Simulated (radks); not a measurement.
Q: The mean radii <r> (bohr) of the occupied orbitals of an atom or ion are listed with their occupations. Calculated with a radial shooting solver on a logarithmic mesh with Libxc functionals: non-relativistic Kohn-Sham, LB94 model potential, spin-polarised, spherical densities, point nucleus.

orbital  occ.      <r>
1s down     1  0.02662
1s up       1  0.02662
2s up       1   0.1130
2s down     1   0.1130
2p down     3  0.09599
2p up       3  0.09605
3s up       1   0.2785
3s down     1   0.2789
3p up       3   0.2656
3p down     3   0.2659
3d up       2   0.2315

Name the element and its charge. Open shells, if any, are filled with parallel spins first.

A: Z = 57, lanthanum, charge +37: La37+ in [Ar] 3d2. The 1s radius gives Z: for a bare nucleus <r> = 1.5/Z, 0.02632 bohr for Z = 57, and screening makes it slightly larger (0.02662 here). The occupations add up to 20, and the charge is Z minus that.
